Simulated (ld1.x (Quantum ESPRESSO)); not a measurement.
# chlorine (Cl): excitation energies, all-electron against PAW

```json
{"Element": "chlorine (Cl)", "Generator": "ld1.x (Quantum ESPRESSO) 7.5", "Type": "PAW", "Functional": "LDA (PZ)", "Relativity": "scalar-relativistic", "Frozen core": "[Ne]", "Valence charge": "7", "Reference configuration": "3s1.5 3p5.5", "Partial waves": "3s (bound): rcut 1.10, rcutus 1.30 bohr; 3s channel at -1.05 Ry: rcut 1.10, rcutus 1.30 bohr; 3p (bound): rcut 1.30, rcutus 1.40 bohr; 3p channel at -0.3 Ry: rcut 1.30, rcutus 1.40 bohr", "Local potential": "all-electron potential smoothed inside 1.20 bohr (lloc = -1)", "Core correction": "Bessel-smoothed model core inside 0.80 bohr", "Augmentation charge": "PSQ, radius 0.95 bohr"}
```

Energies are relative to the spin-unpolarised reference configuration 3s1.5 3p5.5; without spin polarisation the order of configurations can differ from experiment. Spin-polarised rows fill each open shell by Hund’s rule, majority spin first.

Problem. Give the all-electron excitation energy and the error of the potential for: 3s2 3p5; 3s2 3p4; 3s2 3p3; 3s1 3p5; 3s1 3p6; 3s2 3p5.3; 3s2 3p1; 3s1.5 3p5.5 (spin-polarised); 3s2 3p5 (spin-polarised).

Solution.

```json
{"valence configuration": "3s2 3p5", "charge": "0", "ΔE all-electron (eV)": "-6.009", "error AE − PS (meV)": "+0.1"}
{"valence configuration": "3s2 3p4", "charge": "+1", "ΔE all-electron (eV)": "7.962", "error AE − PS (meV)": "-1.6"}
{"valence configuration": "3s2 3p3", "charge": "+2", "ΔE all-electron (eV)": "33.490", "error AE − PS (meV)": "-8.3"}
{"valence configuration": "3s1 3p5", "charge": "+1", "ΔE all-electron (eV)": "20.556", "error AE − PS (meV)": "-1.9"}
{"valence configuration": "3s1 3p6", "charge": "0", "ΔE all-electron (eV)": "6.039", "error AE − PS (meV)": "-0.2"}
{"valence configuration": "3s2 3p5.3", "charge": "-0.3", "ΔE all-electron (eV)": "-8.182", "error AE − PS (meV)": "+0.4"}
{"valence configuration": "3s2 3p1", "charge": "+4", "ΔE all-electron (eV)": "124.256", "error AE − PS (meV)": "-89"}
{"valence configuration": "3s1.5 3p5.5 (spin-polarised)", "charge": "0", "ΔE all-electron (eV)": "-0.220", "error AE − PS (meV)": "-0.2"}
{"valence configuration": "3s2 3p5 (spin-polarised)", "charge": "0", "ΔE all-electron (eV)": "-6.195", "error AE − PS (meV)": "0.0"}
```

Levels in the configuration 3s2 3p5:

| level | all-electron (eV) | pseudo (eV) |
| --- | --- | --- |
| 3s | -20.694 | -20.694 |
| 3p | -8.705 | -8.705 |
